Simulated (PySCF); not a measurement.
PySCF input (MN15/def2-TZVPD):

```python
from pyscf import gto, scf, dft

mol = gto.M(
    atom='''
    C    -1.55014401    0.01612694   -0.03329130
    Se    0.44456922   -0.00462508    0.00954768
    H    -1.92706299   -0.59608292   -0.85700175
    H    -1.92491067    1.03442984   -0.16736923
    H    -1.96251570   -0.37785583    0.89949748
    ''',
    basis='def2-tzvpd',
    charge=-1,
    spin=0,
    verbose=4,
)

mf = dft.RKS(mol, xc='mn15').density_fit(auxbasis='def2-universal-jkfit')
mf.grids.level = 4
mf.conv_tol = 1e-9
mf.max_cycle = 100
mf.max_memory = 1500
mf.kernel()
if not mf.converged:
    mf = mf.newton()
    mf.kernel(mf.make_rdm1())
mf.analyze()
```

End of the output:

```
Extra cycle  E= -2441.7780232512  delta_E= -2.55e-11  |g|= 4.73e-06  |ddm|= 2.51e-05
converged SCF energy = -2441.7780232512
**** SCF Summaries ****
Total Energy =                       -2441.778023251199102
Nuclear Repulsion Energy =              84.525968968104905
One-electron Energy =                -3574.314915570742414
Two-electron Energy =                 1048.010923351438350
Two-electron Coulomb Energy =         1142.035568102199022
DFT Exchange-Correlation Energy =      -94.024644750760714
HOMO-LUMO gap [eV] =                     5.182621113308462
**** MO energy ****
MO #1   energy= -450.887774164067  occ= 2
MO #2   energy= -56.6337080826853  occ= 2
MO #3   energy= -51.493861183484   occ= 2
MO #4   energy= -51.488649999117   occ= 2
MO #5   energy= -51.4886499607144  occ= 2
MO #6   energy= -9.87011694276164  occ= 2
MO #7   energy= -7.18224892340343  occ= 2
MO #8   energy= -5.38740844321941  occ= 2
MO #9   energy= -5.37494478743464  occ= 2
MO #10  energy= -5.37494461713275  occ= 2
MO #11  energy= -1.89942800058748  occ= 2
MO #12  energy= -1.89603598977916  occ= 2
MO #13  energy= -1.89603590441537  occ= 2
MO #14  energy= -1.88604976094604  occ= 2
MO #15  energy= -1.88604930958666  occ= 2
MO #16  energy= -0.567022322849709 occ= 2
MO #17  energy= -0.407587471492217 occ= 2
MO #18  energy= -0.265215251565588 occ= 2
MO #19  energy= -0.265215207170622 occ= 2
MO #20  energy= -0.144809353440294 occ= 2
MO #21  energy= -0.0192713759631269 occ= 2
MO #22  energy= -0.0192711800177915 occ= 2
MO #23  energy= 0.171186634571267  occ= 0
MO #24  energy= 0.193891535294256  occ= 0
MO #25  energy= 0.19487391207295   occ= 0
MO #26  energy= 0.194874029102455  occ= 0
MO #27  energy= 0.236901519769777  occ= 0
MO #28  energy= 0.278458296305669  occ= 0
MO #29  energy= 0.278458421515524  occ= 0
MO #30  energy= 0.283253958482212  occ= 0
MO #31  energy= 0.296567543575487  occ= 0
MO #32  energy= 0.296567636436795  occ= 0
MO #33  energy= 0.340322917520656  occ= 0
MO #34  energy= 0.340323126037342  occ= 0
MO #35  energy= 0.357478102995045  occ= 0
MO #36  energy= 0.372327097004848  occ= 0
MO #37  energy= 0.372327296856932  occ= 0
MO #38  energy= 0.404506703382737  occ= 0
MO #39  energy= 0.44106746298883   occ= 0
MO #40  energy= 0.44417048791561   occ= 0
MO #41  energy= 0.444170935366576  occ= 0
MO #42  energy= 0.458126298341066  occ= 0
MO #43  energy= 0.485812586768915  occ= 0
MO #44  energy= 0.485812619133433  occ= 0
MO #45  energy= 0.494179702821183  occ= 0
MO #46  energy= 0.532171777395054  occ= 0
MO #47  energy= 0.548392125502749  occ= 0
MO #48  energy= 0.548392206951753  occ= 0
MO #49  energy= 0.570200558275859  occ= 0
MO #50  energy= 0.570200744373316  occ= 0
MO #51  energy= 0.595769020596054  occ= 0
MO #52  energy= 0.611842348563537  occ= 0
MO #53  energy= 0.611842477438637  occ= 0
MO #54  energy= 0.676662281374324  occ= 0
MO #55  energy= 0.676662559481904  occ= 0
MO #56  energy= 0.709175783407725  occ= 0
MO #57  energy= 0.709175802544125  occ= 0
MO #58  energy= 0.72812854625087   occ= 0
MO #59  energy= 0.785110494710963  occ= 0
MO #60  energy= 0.840746034033923  occ= 0
MO #61  energy= 0.866456937846814  occ= 0
MO #62  energy= 0.866457496811097  occ= 0
MO #63  energy= 0.901375632119781  occ= 0
MO #64  energy= 0.910104023992434  occ= 0
MO #65  energy= 0.910104087925707  occ= 0
MO #66  energy= 1.10476742178167   occ= 0
MO #67  energy= 1.10476760047739   occ= 0
MO #68  energy= 1.2002385342815    occ= 0
MO #69  energy= 1.26414197199211   occ= 0
MO #70  energy= 1.26414216817406   occ= 0
MO #71  energy= 1.3159657380066    occ= 0
MO #72  energy= 1.54560987150354   occ= 0
MO #73  energy= 1.54561044087159   occ= 0
MO #74  energy= 1.55247259422283   occ= 0
MO #75  energy= 1.55247421244359   occ= 0
MO #76  energy= 1.5759929362601    occ= 0
MO #77  energy= 1.60193171664684   occ= 0
MO #78  energy= 1.60834425847218   occ= 0
MO #79  energy= 1.68192825602116   occ= 0
MO #80  energy= 1.68192860648422   occ= 0
MO #81  energy= 1.73559094388742   occ= 0
MO #82  energy= 1.73559126937637   occ= 0
MO #83  energy= 1.80052347675372   occ= 0
MO #84  energy= 1.80052394072327   occ= 0
MO #85  energy= 1.80682871111265   occ= 0
MO #86  energy= 1.80732003541701   occ= 0
MO #87  energy= 1.93851803087477   occ= 0
MO #88  energy= 1.94870937058689   occ= 0
MO #89  energy= 1.94871017108279   occ= 0
MO #90  energy= 1.99192168190233   occ= 0
MO #91  energy= 2.16208945384521   occ= 0
MO #92  energy= 2.24575894013969   occ= 0
MO #93  energy= 2.24575912398992   occ= 0
MO #94  energy= 2.33431569662868   occ= 0
MO #95  energy= 2.51919500208597   occ= 0
MO #96  energy= 2.51919587605314   occ= 0
MO #97  energy= 2.64804853920351   occ= 0
MO #98  energy= 2.64804955193785   occ= 0
MO #99  energy= 2.81243999455511   occ= 0
MO #100 energy= 2.81244042879453   occ= 0
MO #101 energy= 2.83787731796458   occ= 0
MO #102 energy= 3.05936961047168   occ= 0
MO #103 energy= 3.25929611076749   occ= 0
MO #104 energy= 3.25929640928865   occ= 0
MO #105 energy= 3.37793804990018   occ= 0
MO #106 energy= 3.37793829393193   occ= 0
MO #107 energy= 3.40854634186228   occ= 0
MO #108 energy= 3.43547033219556   occ= 0
MO #109 energy= 3.67112027386878   occ= 0
MO #110 energy= 3.67112153035534   occ= 0
MO #111 energy= 3.70714721097545   occ= 0
MO #112 energy= 3.7455991460135    occ= 0
MO #113 energy= 3.74560193731798   occ= 0
MO #114 energy= 3.90877777924049   occ= 0
MO #115 energy= 3.90877978487713   occ= 0
MO #116 energy= 4.13950134013734   occ= 0
MO #117 energy= 4.36207600269624   occ= 0
MO #118 energy= 4.36208021846585   occ= 0
MO #119 energy= 4.53370652642691   occ= 0
MO #120 energy= 7.0360968744707    occ= 0
MO #121 energy= 21.6217474110208   occ= 0
 ** Mulliken pop on meta-lowdin orthogonal AOs  **
 ** Mulliken pop  **
pop of  0 C 1s            1.99976
pop of  0 C 2s            1.06211
pop of  0 C 3s            0.00242
pop of  0 C 4s            0.00323
pop of  0 C 5s            0.00087
pop of  0 C 6s            0.00019
pop of  0 C 2px           1.09433
pop of  0 C 2py           1.11602
pop of  0 C 2pz           1.11602
pop of  0 C 3px           0.00020
pop of  0 C 3py           0.00158
pop of  0 C 3pz           0.00157
pop of  0 C 4px           0.00015
pop of  0 C 4py           0.00020
pop of  0 C 4pz           0.00020
pop of  0 C 3dxy          0.00292
pop of  0 C 3dyz          0.00056
pop of  0 C 3dz^2         0.00063
pop of  0 C 3dxz          0.00296
pop of  0 C 3dx2-y2       0.00083
pop of  0 C 4dxy          0.00095
pop of  0 C 4dyz          0.00020
pop of  0 C 4dz^2         0.00025
pop of  0 C 4dxz          0.00096
pop of  0 C 4dx2-y2       0.00035
pop of  0 C 5dxy          0.00216
pop of  0 C 5dyz          0.00015
pop of  0 C 5dz^2         0.00024
pop of  0 C 5dxz          0.00219
pop of  0 C 5dx2-y2       0.00045
pop of  0 C 4f-3          0.00007
pop of  0 C 4f-2          0.00002
pop of  0 C 4f-1          0.00067
pop of  0 C 4f+0          0.00006
pop of  0 C 4f+1          0.00042
pop of  0 C 4f+2          0.00007
pop of  0 C 4f+3          0.00063
pop of  1 Se 1s           1.99996
pop of  1 Se 2s           1.99925
pop of  1 Se 3s           1.99612
pop of  1 Se 4s           1.87428
pop of  1 Se 5s           0.00868
pop of  1 Se 6s           0.00251
pop of  1 Se 7s           0.00196
pop of  1 Se 2px          1.99999
pop of  1 Se 2py          1.99999
pop of  1 Se 2pz          1.99999
pop of  1 Se 3px          1.99934
pop of  1 Se 3py          1.99951
pop of  1 Se 3pz          1.99951
pop of  1 Se 4px          0.98014
pop of  1 Se 4py          1.94518
pop of  1 Se 4pz          1.94484
pop of  1 Se 5px          0.00207
pop of  1 Se 5py          0.02750
pop of  1 Se 5pz          0.02749
pop of  1 Se 6px          0.00072
pop of  1 Se 6py          0.00445
pop of  1 Se 6pz          0.00445
pop of  1 Se 7px          0.00067
pop of  1 Se 7py          0.00032
pop of  1 Se 7pz          0.00032
pop of  1 Se 3dxy         1.99986
pop of  1 Se 3dyz         1.99989
pop of  1 Se 3dz^2        1.99987
pop of  1 Se 3dxz         1.99986
pop of  1 Se 3dx2-y2      1.99984
pop of  1 Se 4dxy         0.00030
pop of  1 Se 4dyz         0.00011
pop of  1 Se 4dz^2        0.00155
pop of  1 Se 4dxz         0.00031
pop of  1 Se 4dx2-y2      0.00444
pop of  1 Se 5dxy         0.00081
pop of  1 Se 5dyz         0.00002
pop of  1 Se 5dz^2        0.00006
pop of  1 Se 5dxz         0.00082
pop of  1 Se 5dx2-y2      0.00014
pop of  1 Se 6dxy         0.00136
pop of  1 Se 6dyz         0.00002
pop of  1 Se 6dz^2        0.00005
pop of  1 Se 6dxz         0.00137
pop of  1 Se 6dx2-y2      0.00013
pop of  1 Se 7dxy         0.00066
pop of  1 Se 7dyz         0.00002
pop of  1 Se 7dz^2        0.00002
pop of  1 Se 7dxz         0.00066
pop of  1 Se 7dx2-y2      0.00005
pop of  1 Se 4f-3         0.00023
pop of  1 Se 4f-2         0.00001
pop of  1 Se 4f-1         0.00002
pop of  1 Se 4f+0         0.00009
pop of  1 Se 4f+1         0.00019
pop of  1 Se 4f+2         0.00015
pop of  1 Se 4f+3         0.00031
pop of  2 H 1s            0.90888
pop of  2 H 2s            0.00303
pop of  2 H 3s            0.00237
pop of  2 H 2px           0.00085
pop of  2 H 2py           0.00029
pop of  2 H 2pz           0.00049
pop of  2 H 3px           0.00062
pop of  2 H 3py           0.00025
pop of  2 H 3pz           0.00019
pop of  3 H 1s            0.90888
pop of  3 H 2s            0.00303
pop of  3 H 3s            0.00237
pop of  3 H 2px           0.00086
pop of  3 H 2py           0.00076
pop of  3 H 2pz           0.00001
pop of  3 H 3px           0.00062
pop of  3 H 3py           0.00011
pop of  3 H 3pz           0.00034
pop of  4 H 1s            0.90888
pop of  4 H 2s            0.00303
pop of  4 H 3s            0.00237
pop of  4 H 2px           0.00084
pop of  4 H 2py           0.00012
pop of  4 H 2pz           0.00068
pop of  4 H 3px           0.00063
pop of  4 H 3py           0.00030
pop of  4 H 3pz           0.00014
 ** Mulliken atomic charges  **
charge of    0C =     -0.41657
charge of    1Se =     -0.83247
charge of    2H =      0.08301
charge of    3H =      0.08301
charge of    4H =      0.08301

WARN: System has nonzero charge -1; the dipole moment is origin-dependent.
Location of origin: [0. 0. 0.]

Dipole moment(X, Y, Z, Debye): -2.16612,  0.02254, -0.04653
```
